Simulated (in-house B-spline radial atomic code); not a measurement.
**RPA and G0W0 on r2SCAN0: the ruthenium ion Ru⁸⁺**

Configuration [Ar] 3d10 4s2 4p6, mean-field start r2SCAN0. Computed with a B-spline radial code for spherical atoms: all electrons, non-relativistic, point nucleus, each spin shell either full or empty, empty states to l = 9 with an (l + 1/2)⁻⁴ tail; G0W0 by contour deformation at full frequency.

Without relativity these are model numbers: it shifts the levels of so heavy an element strongly and can reorder them.

Command:
```bash
python run_gw.py task.json out
```
Settings (radii: box in bohr, nucleus in fm):
```
Z                        44
electrons                36
configuration            [Ar] 3d10 4s2 4p6
hamiltonian              nr
method                   r2scan0
lmax                     9
spin_polarised           False
box_radius               7.7
intervals                50
```

Run time, properties included: 1.5 s on 1 thread of Arm Neoverse V1, on a shared host.

Energies (hartree):

| term | value |
| --- | --- |
| mean-field total | -4427.39291 |
| Hartree-Fock functional on these orbitals | -4425.56313 |
| direct second order | -2.9843 |
| second-order exchange | 0.85294 |
| SOSEX correction | 0.80243 |

**Question.** What is the RPA correlation energy, and what remains with SOSEX?

**Answer.** RPA gives -2.6887 hartree (-2.03 eV per electron); RPA + SOSEX gives -1.8863, and the second-order doubles -2.1313 hartree (no singles). RPA lacks exchange-type terms and so overcorrelates at short range.

Quasi-particle levels (eV):

```
level  occupied  mean field  Σx - vxc     Σc  QP weight     G0W0
   4p       yes     -171.70     -6.43      ?          ?        ?
   3d       yes     -424.20    -21.20   6.26      0.931  -439.14
   4d        no     -117.96      8.13  -2.51      0.975  -112.33
```

G0W0 = mean field + (Σx - vxc) + Σc, with Σc (partial-wave tail included) taken at the quasi-particle energy. Only the outer levels were computed. Levels of low weight are left out.

**Question.** Where does G0W0 put 4p?

**Answer.** At -179.01 eV, with Σc = -0.88 eV and a quasi-particle weight of 0.968. The tabulated removal energy is 178.41 ± 0.05 eV (NIST, semi-empirical); the calculation leaves out relativity, Breit and QED terms, and what these don't explain is the method's own error.
